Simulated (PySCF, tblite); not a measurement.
Computed geometry: GFN2-xTB, gas phase. One conformer each, none proved a minimum here. Atom numbers follow the mapped SMILES.

Question: Rank these C–N bonds from shortest to longest.
A. N1–C2 in `[N:1]#[C:2][CH2:3][CH2:4][C:5]#[N:6]` with C2–C3–C4–C5 180°
B. N1–C2 in `[H]/[N:1]=[CH:2]\[CH2:3][CH2:4][O:5][SiH2:6][NH2:7]` with N1–C2–C3–C4 96°, C2–C3–C4–O5 -70°, C3–C4–O5–Si6 116°, C4–O5–Si6–N7 -50°, O5–Si6–N7–H 178° and -44°
C. C2–N3 in `[cH:1]1[cH:2][n:3][cH:4][cH:5][n:6]1`

Answer: A (1.142 Å), B (1.254 Å), C (1.324 Å).

- 1.142 Å: drawn triple, nitrile nitrogen to nitrile carbon
- 1.254 Å: drawn double, imine nitrogen to imine carbon
- 1.324 Å: aromatic, aromatic CH next to a ring nitrogen to pyridine-type nitrogen, in a 6-membered ring

Question: Rank these C–O bonds from shortest to longest.
A. C4–O5 in `[H]/[N:1]=[CH:2]\[CH2:3][CH2:4][O:5][SiH2:6][NH2:7]` with N1–C2–C3–C4 96°, C2–C3–C4–O5 -70°, C3–C4–O5–Si6 116°, C4–O5–Si6–N7 -50°, O5–Si6–N7–H 178° and -44°
B. C4–O7 in `[F:1][CH:2]([F:3])[C:4]([F:5])([F:6])[O:7][C@H:8]1[CH2:9][S:10]1` with F1–C2–C4–F5 -175°, C2–C4–O7–C8 180°, C4–O7–C8–C9 -171°
C. C5–O6 in `[CH2:1]=[CH:2][SiH:3]1[O:4][C:5](=[O:6])[C:7](=[O:8])[O:9]1` with C1–C2–Si3–O4 -4°

Answer: C (1.190 Å), B (1.334 Å), A (1.390 Å).

- 1.190 Å: drawn double, carbonyl carbon to carbonyl oxygen
- 1.334 Å: drawn single, CF2 carbon to ether oxygen
- 1.390 Å: drawn single, sp3 carbon bound to oxygen to silyl ether oxygen
